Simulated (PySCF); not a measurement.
# How methods differ on the ionisation energy of Sb⁴²⁺

Sb⁴²⁺ [He] 2s2 2p5 (2P) → Sb⁴³⁺ [He] 2s2 2p4 (3P), as a difference of total energies. Computed with PySCF 2.14 in an even-tempered Gaussian basis (19 s from 18 bohr⁻², ratio 2.2; 12 p from 23 bohr⁻², ratio 2.2; 6 d from 99 bohr⁻², ratio 2.4; 5 f from 150 bohr⁻², ratio 2.4; 4 g from 220 bohr⁻², ratio 2.4), with the spin-free X2C one-electron Hamiltonian (Gaussian nucleus). Correlated levels: nothing frozen; virtual orbitals above 40 to 60 times the deepest correlated orbital energy dropped. The calculations carry no spin-orbit coupling.

```csv
method,ionisation energy (eV)
UHF,7014.1
LDA,7011.2
PBE,7013.8
PBE0,7014.4
r2SCAN,7017.4
revPBE,7013.4
M06-2X,7015.0
MP2 (all electrons),7015.8
SCS-MP2 (all electrons),7015.8
```

Spin-orbit coupling is strong in these open shells (close to jj coupling). The scalar numbers leave it out and a first-order estimate fails, so it can dominate the gap to the real levels.

For this ion Breit and QED terms and the two-electron picture change, all absent here, outweigh the differences among the correlated methods.

For comparison: 6929 ± 4 eV (theoretical estimate listed by NIST; NIST Atomic Spectra Database, ionization energies).
